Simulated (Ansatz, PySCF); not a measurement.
Species: InF2, charge 0, doublet. InF2 (SMILES [F][In][F], doublet).
B3LYP-D3(BJ)/def2-TZVP minimum from Ansatz (a program for electronic structure):
```
In
F 1 1.9759
F 1 1.9759 2 117.83
```
Charge 0, spin multiplicity 2.

Atomisation energy term by term, kcal/mol (programs: Ansatz). UHF or UKS for unpaired electrons; spin-orbit terms are left out. Correlated methods leave the cores frozen (noble-gas shells, and filled d and f shells in the p block). Past Kr the def2 sets carry scalar-relativistic core potentials. CBS(X,Y): correlation extrapolated as X^-3, Hartree-Fock from the larger set. A bracket is a step between two methods taken in the basis named. For partners of very few electrons the exact lower level stands in for a higher one. Spin-orbit terms, left out, reach several kcal/mol for Br and I, and more for heavier atoms. The spin of F2In ([F][In][F], doublet) was assumed, and the state is the lowest solution found for it.

```csv
term,basis,kcal/mol
Hartree-Fock,def2-QZVPP,120.76
CCSD correlation,"CBS(def2-TZVPP,def2-QZVPP)",69.79
(T),"CBS(def2-TZVPP,def2-QZVPP)",7.59
CCSDT(Q) - CCSD(T),def2-TZVPP,0.24
minus zero-point energy,Hessian by PySCF at B3LYP-D3(BJ)/def2-TZVP,-1.71
sum: D0,,196.7
```

The step beyond CCSD(T) by other levels: CCSDT(Q) in def2-SVP 0.86 kcal/mol.
